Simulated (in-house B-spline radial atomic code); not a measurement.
Al²⁺. Computed with a B-spline radial atomic code. Model: all-electron spherical atom, spin shells full or empty, radial basis limit, no spin-orbit coupling: exact exchange with a local potential (Slater, KLI or optimised effective potential, whose far tail is KLI's), no correlation.

Empty minority-spin level lies below the highest occupied level: each spin potential is zero at infinity, spin occupations fixed.

Exchange potential has not reached -1/r at the last radius.

The run also made RPA and GW results, which its time includes.

The Slater potential averages the orbital exchange potentials with the orbital densities as weights, KLI adds orbital constants, and the optimised effective potential minimises the exact-exchange energy among local potentials. So their energies lie above Hartree-Fock in the order OEP, KLI, Slater. All fall off as −1/r, unlike LDA and GGA exchange.

Command:
```bash
python run_gw.py task.json out
```
Settings (nuclear radius in fm, other lengths in bohr, energies in hartree):
```
Z                      13
electrons              11
configuration          [Ne] 3s1
hamiltonian            x2c
method                 slater
lmax                   9
rms_radius             3.061
spin_polarised         True
box_radius             17.55
intervals              105
ion_configuration      [He] 2s2 2p6
```

Cost of the run: 6 s on 1 thread of Arm Neoverse V1 (shared host).

Given: hamiltonian one-electron scalar X2C; mean-field start Slater potential.

Computed: energy above Hartree-Fock 63.647 millihartree.

```
radius (bohr)  r times exchange potential up (hartree bohr)  r times exchange potential down (hartree bohr)
      0.00385                                     -0.050417                                       -0.050246
      0.00467                                     -0.061106                                       -0.060899
      0.00568                                     -0.074236                                       -0.073985
       0.0069                                     -0.090032                                       -0.089728
      0.00838                                      -0.10909                                        -0.10872
       0.0102                                      -0.13233                                        -0.13188
       0.0124                                       -0.1601                                        -0.15957
        0.015                                       -0.1924                                        -0.19177
       0.0183                                      -0.23249                                        -0.23174
       0.0222                                      -0.27843                                        -0.27754
        0.027                                       -0.3326                                        -0.33156
       0.0328                                             ?                                               ?
       0.0398                                       -0.4633                                        -0.46195
       0.0484                                      -0.53952                                        -0.53804
       0.0588                                      -0.61954                                        -0.61796
       0.0715                                      -0.70031                                        -0.69871
       0.0869                                       -0.7757                                        -0.77417
        0.106                                      -0.83917                                        -0.83786
        0.128                                      -0.87676                                        -0.87588
        0.156                                      -0.87983                                        -0.87959
        0.189                                      -0.84807                                        -0.84769
         0.23                                      -0.82597                                        -0.82226
         0.28                                      -0.87696                                        -0.86728
         0.34                                      -0.99585                                         -0.9815
        0.413                                         -1.14                                         -1.1237
        0.502                                       -1.2713                                         -1.2559
         0.61                                       -1.3624                                         -1.3504
        0.741                                       -1.3981                                         -1.3931
          0.9                                       -1.3657                                         -1.3854
         1.09                                       -1.2358                                         -1.3421
         1.33                                        -1.009                                         -1.2794
         1.61                                      -0.89107                                         -1.2174
         1.96                                      -0.90675                                         -1.1608
         2.38                                      -0.95111                                         -1.1146
          2.9                                             ?                                               ?
         3.52                                      -0.99513                                         -1.0504
         4.28                                      -0.99915                                         -1.0309
```

What belongs in the row 0.0328?

r times exchange potential up (hartree bohr): -0.39436; r times exchange potential down (hartree bohr): -0.39316.

What belongs in the row 2.9?

r times exchange potential up (hartree bohr): -0.98184; r times exchange potential down (hartree bohr): -1.0776.

```tsv
occupied	level (hartree)	Hartree-Fock level (hartree)
1s up	-58.448	-59.392
1s down	?	?
2s up	-5.4275	-5.6851
2s down	-5.4213	-5.6573
2p up	-4.0253	-3.9683
2p down	-4.02	-3.9577
3s up	-1.1083	-1.0331
```

What belongs in the row 1s down?

level (hartree): -58.431; Hartree-Fock level (hartree): -59.378.

```tsv
empty	level (hartree)
3s down	-1.2171
3p down	-0.94027
3p up	-0.84966
3d down	-0.6027
3d up	?
4s down	?
4s up	-0.48968
4p down	-0.42825
4p up	-0.40831
```

What belongs in the row 3d up?

level (hartree): -0.53695.

What belongs in the row 4s down?

level (hartree): -0.51147.

The highest level, 3s up, differs from Hartree-Fock by -2 eV and the deepest, 1s up, by +25.7 eV: the Slater potential lacks the response part and is deeper than the optimised one throughout, so the top level comes too deep.
